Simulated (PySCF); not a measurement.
Two species compared at the same levels of theory.

First species: 1,3-dithiolane-2-thione, C3H4S3.
Cartesian coordinates in Å at the GFN2-xTB level; atoms count from 1:
```
atom  x, y, z in Å
S1     3.153   -1.113   -0.372
C2     1.631   -0.576   -0.193
S3     1.120    1.020   -0.704
C4    -0.514    0.983    0.117
C5    -1.022   -0.438    0.059
S6     0.359   -1.541    0.527
H7    -0.376    1.321    1.145
H8    -1.166    1.673   -0.414
H9    -1.837   -0.610    0.760
H10   -1.337   -0.713   -0.949
```

Second species: C₃H₇ClOSi.
InChI=1S/C3H7ClOSi/c4-2-1-3-6-5/h1-2,5H,3,6H2/b2-1+

Levels: CAM-B3LYP/def2-SVPD for dipole moment, HOMO energy, LUMO energy, HOMO–LUMO gap, static isotropic polarisability and electronic spatial extent ⟨r²⟩ about the centre of nuclear charge; TDDFT CAM-B3LYP/def2-SVPD for lowest singlet excitation; TDA CAM-B3LYP/def2-SVPD for lowest triplet excitation (Tamm–Dancoff); GFN2-xTB for rotational constant A and rotational constant C. Geometries: GFN2-xTB. Each structure is a single optimised conformer of the isolated species, non-relativistic unless stated. Electronic properties by PySCF.

The conformers computed, where there is a choice (atom-mapped SMILES and torsion angles):
- `[OH:1][SiH2:2][CH2:3]/[CH:4]=[CH:5]/[Cl:6]`: O1–Si2–C3–C4 -58°, Si2–C3–C4–C5 100°, H–O1–Si2–C3 45°

| property | column X | column Y |
| --- | --- | --- |
| dipole moment | 5.15 D | 1.31 D |
| HOMO energy | -7.82 eV | -8.40 eV |
| LUMO energy | -0.98 eV | 0.66 eV |
| HOMO–LUMO gap | 6.84 eV | 9.06 eV |
| lowest singlet excitation | 2.83 eV | 6.24 eV |
| lowest triplet excitation (Tamm–Dancoff) | 2.46 eV | 4.03 eV |
| static isotropic polarisability | 97.8 au | 81.6 au |
| electronic spatial extent ⟨r²⟩ about the centre of nuclear charge | 981 bohr² | 1309 bohr² |
| rotational constant A | 3.152 GHz | 5.273 GHz |
| rotational constant C | 1.149 GHz | 0.826 GHz |

(1) Which column belongs to which species?

(2) How does each property change from the first species to the second?

## Answers

(1) Column X is the first species and column Y the second. The first has 10 atoms and 70 electrons, the second 13 and 64.

(2) dipole moment -3.84 D; HOMO energy -0.58 eV; LUMO energy +1.64 eV; HOMO–LUMO gap +2.22 eV; lowest singlet excitation +3.41 eV; lowest triplet excitation (Tamm–Dancoff) +1.57 eV; static isotropic polarisability -16.2 au; electronic spatial extent ⟨r²⟩ about the centre of nuclear charge +328 bohr²; rotational constant A +2.121 GHz; rotational constant C -0.323 GHz.

On the first: 1 of the 8 computed singlets lies in the visible range (750 to 380 nm, 1.65 to 3.26 eV), with an oscillator strength of 0.000. The vertical singlet–triplet gap S1 − T1 is 0.37 eV (TDDFT singlet less Tamm–Dancoff triplet; S1: HOMO→LUMO, weight 0.94; T1: HOMO→LUMO, weight 0.98).

On the second: The vertical singlet–triplet gap S1 − T1 is 2.21 eV (TDDFT singlet less Tamm–Dancoff triplet; S1: HOMO→LUMO, weight 0.95; T1: HOMO→LUMO, weight 0.79). S1 lies 2.82 eV below the HOMO–LUMO gap; its leading configuration is HOMO→LUMO, weight 0.95.
